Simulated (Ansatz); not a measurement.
Saddle point of Si₂H₇ClO, closed shell (Si₂H₆O ([OH][SiH2][SiH3]) + HCl → SiH₃ClO ([OH][SiH2][Cl]) + SiH₄; bonds formed: Si1–Cl7, Si2–H6; bonds broken: Si1–Si2, H6–Cl7), PBE0-D4/def2-TZVP structure:

```xyz
11
angstrom
Si -0.6842 0.6863 -0.2908
Si 0.6653 -1.4176 0.1868
H -1.1221 0.7501 -1.6923
H -1.6391 -0.2468 0.4152
O -0.6969 2.0044 0.6727
H 0.9750 0.2022 -0.4958
Cl 1.5224 1.6196 -1.1907
H 0.4456 -1.4661 1.6513
H -0.2714 -2.3009 -0.5487
H 2.0747 -1.7447 -0.1471
H -1.2691 1.9135 1.4392
```

Energies are electronic, without zero-point energy. Barriers and step energies count from the start structure reached by relaxing down the imaginary mode; all methods use the PBE0-D4 structures, on which another method's saddle can fall below an end. Ansatz 0.2.0; basis: def2-TZVPP, with def2-QZVPP for the basis limit; cores frozen in the correlated methods. B3LYP uses VWN-RPA correlation. Extrapolation: Hartree–Fock as exp(−7.88 √X), correlation as X^−2.97.

```
      method  barrier (eV)  step energy (eV)
       SPW92         0.865            -1.077
      PBE-D4         1.150            -1.074
     BLYP-D4         1.326            -1.183
   r2SCAN-D4         1.235            -1.226
      B97M-V             ?            -1.214
     PBE0-D4             ?            -1.141
    B3LYP-D4         1.473            -1.230
  r2SCAN0-D4         1.382            -1.256
    BHLYP-D4         1.690            -1.315
CAM-B3LYP-D4         1.598            -1.269
     wB97X-V         1.604            -1.242
     wB97M-V             ?            -1.308
      B2PLYP         1.573            -1.269
    PBE-QIDH         1.500            -1.242
  RPA on PBE         1.665            -1.208
          HF         2.281            -1.418
         MP2         1.529            -1.328
        CCSD         1.778            -1.243
     CCSD(T)         1.646            -1.228
```

**Question.** Fill in the withheld barriers. (To be estimated.)

**Answer.** By the calculation: wB97M-V 1.499; B97M-V 1.415; PBE0-D4 1.345 eV. Each is the energy of the saddle less that of the start structure, by the same method.

For comparison, the barrier by CCSD(T) at an estimated basis limit (MP2 extrapolated from triple and quadruple zeta, plus CCSD(T) − MP2 in triple zeta) is 1.553 eV.

T1 diagnostic: at most 0.014.

Labels in which every atom is bracketed show which atoms are joined, not bond orders.

For scale, one of the runs: CCSD(T)/def2-TZVPP, 255 basis functions (an equivalent command: `ansatz run in.yaml --threads 4`). The run took 2.2 min on 4 CPU threads (shared host), with 5.2 GiB of host memory at its peak.
